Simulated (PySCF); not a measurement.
# Magnetic susceptibility: `CC1=C(C)C[P+](C)([B-](F)(F)F)C1`, C7H13BF3P

Geometry:
```json
{"atom": "C1", "x (Å)": "-2.215", "y (Å)": "1.680", "z (Å)": "-0.618"}
{"atom": "C2", "x (Å)": "-1.139", "y (Å)": "0.752", "z (Å)": "-0.157"}
{"atom": "C3", "x (Å)": "-1.252", "y (Å)": "-0.537", "z (Å)": "0.153"}
{"atom": "C4", "x (Å)": "-2.483", "y (Å)": "-1.382", "z (Å)": "0.120"}
{"atom": "C5", "x (Å)": "0.012", "y (Å)": "-1.227", "z (Å)": "0.610"}
{"atom": "P6", "x (Å)": "1.381", "y (Å)": "-0.073", "z (Å)": "0.188"}
{"atom": "C7", "x (Å)": "1.831", "y (Å)": "-0.522", "z (Å)": "-1.530"}
{"atom": "B8", "x (Å)": "2.975", "y (Å)": "0.103", "z (Å)": "1.558"}
{"atom": "F9", "x (Å)": "2.705", "y (Å)": "-0.822", "z (Å)": "2.511"}
{"atom": "F10", "x (Å)": "4.084", "y (Å)": "-0.166", "z (Å)": "0.828"}
{"atom": "F11", "x (Å)": "2.906", "y (Å)": "1.381", "z (Å)": "2.003"}
{"atom": "C12", "x (Å)": "0.238", "y (Å)": "1.355", "z (Å)": "-0.011"}
{"atom": "H13", "x (Å)": "-3.205", "y (Å)": "1.258", "z (Å)": "-0.472"}
{"atom": "H14", "x (Å)": "-2.090", "y (Å)": "1.901", "z (Å)": "-1.678"}
{"atom": "H15", "x (Å)": "-2.153", "y (Å)": "2.620", "z (Å)": "-0.073"}
{"atom": "H16", "x (Å)": "-2.390", "y (Å)": "-2.148", "z (Å)": "-0.651"}
{"atom": "H17", "x (Å)": "-3.373", "y (Å)": "-0.797", "z (Å)": "-0.084"}
{"atom": "H18", "x (Å)": "-2.609", "y (Å)": "-1.890", "z (Å)": "1.076"}
{"atom": "H19", "x (Å)": "0.154", "y (Å)": "-2.198", "z (Å)": "0.129"}
{"atom": "H20", "x (Å)": "-0.003", "y (Å)": "-1.393", "z (Å)": "1.691"}
{"atom": "H21", "x (Å)": "2.348", "y (Å)": "-1.479", "z (Å)": "-1.518"}
{"atom": "H22", "x (Å)": "0.942", "y (Å)": "-0.583", "z (Å)": "-2.154"}
{"atom": "H23", "x (Å)": "2.513", "y (Å)": "0.231", "z (Å)": "-1.921"}
{"atom": "H24", "x (Å)": "0.519", "y (Å)": "1.968", "z (Å)": "-0.870"}
{"atom": "H25", "x (Å)": "0.292", "y (Å)": "1.991", "z (Å)": "0.879"}
```

Method used: GIAO B3LYP/pcSseg-1 magnetisability, rotational g tensor and spin-rotation constants, non-relativistic, gas phase (PySCF). Geometry: GFN2-xTB.

(1) What are the magnetisability and the molar susceptibility?

(2) Split it along the inertial axes a, b, c into diamagnetic and paramagnetic parts about the centre of mass, with the quadrupole moment.

(3) And the rotational g tensor?

## Answers

(1) Isotropic -1991 × 10⁻³⁰ J/T², or -119.9 × 10⁻⁶ cm³/mol; principal values -2114, -1946, -1914 × 10⁻³⁰ J/T², anisotropy 186 × 10⁻³⁰ J/T² (root of half the summed squared differences of the principal values). The susceptibility is in cgs units.

(2) 
| axis | χ (10⁻⁶ cm³/mol) | diamagnetic (10⁻⁶ cm³/mol) | paramagnetic (10⁻⁶ cm³/mol) | summed x² of all electrons (Å²) | quadrupole Θ (D Å) |
| --- | --- | --- | --- | --- | --- |
| a | -117.3 | -1026.2 | 908.9 | 516.1 | -12.61 |
| b | -115.3 | -2645.4 | 2530.1 | 134.4 | +7.74 |
| c | -127.2 | -2759.8 | 2632.6 | 107.5 | +4.88 |

Anisotropies 2χaa − χbb − χcc = +7.8 and 2χbb − χaa − χcc = +14.0 × 10⁻⁶ cm³/mol. Θ is traceless in Buckingham's convention.

(3) 
| axis | rotational constant (GHz) | g | nuclear part | electronic part |
| --- | --- | --- | --- | --- |
| a | 1.4071 | -0.0124 | 0.5884 | -0.6009 |
| b | 0.4629 | -0.0071 | 0.5431 | -0.5502 |
| c | 0.4452 | -0.0040 | 0.5466 | -0.5506 |

Asymmetric top; isotopes 11B, 12C, 19F, 1H, 31P; no vibrational averaging.
